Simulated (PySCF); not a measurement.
**Working out the ionisation energy of Mo²⁰⁺**

Mo²⁰⁺ [Ar] 3d4 (5D) → Mo²¹⁺ [Ar] 3d3 (4F). Calculation: PySCF 2.14, in an uncontracted even-tempered set (19 s from 2.1 bohr⁻², ratio 2.5; 12 p from 2.7 bohr⁻², ratio 2.5; 8 d from 2.7 bohr⁻², ratio 2.5; 4 f from 11 bohr⁻², ratio 2.7; 3 g from 16 bohr⁻², ratio 2.7); scalar relativity by spin-free X2C-1e. Frozen: [Ne]; the 31 highest virtual orbitals dropped. Energies in hartree (1 hartree = 27.21139 eV):

| part | Mo²⁰⁺ (lower) | Mo²¹⁺ (upper) |
| --- | --- | --- |
| UHF | -3828.944694 | -3796.217289 |
| MP2 opposite-spin | -0.309493 | -0.307459 |
| MP2 same-spin | -0.148708 | -0.123499 |

**Question.** What does Hartree-Fock give?

**Answer.** (-3796.217289) − (-3828.944694) = 32.727405 hartree = 890.558 eV.

**Question.** What do MP2 and SCS-MP2 (6/5 opposite-spin, 1/3 same-spin) give?

**Answer.** The opposite-spin parts differ by 0.055 eV and the same-spin parts by 0.686 eV. MP2: 890.558 + (0.055) + (0.686) = 891.299 eV. SCS-MP2: 890.558 + 1.2 × (0.055) + (0.686)/3 = 890.853 eV.

Reference: 890 ± 4 eV (theoretical estimate listed by NIST; NIST Atomic Spectra Database, ionization energies), between the lowest levels; spin-orbit coupling is absent from the calculation.

What remains against the reference includes basis incompleteness, the frozen core and correlation beyond second order.
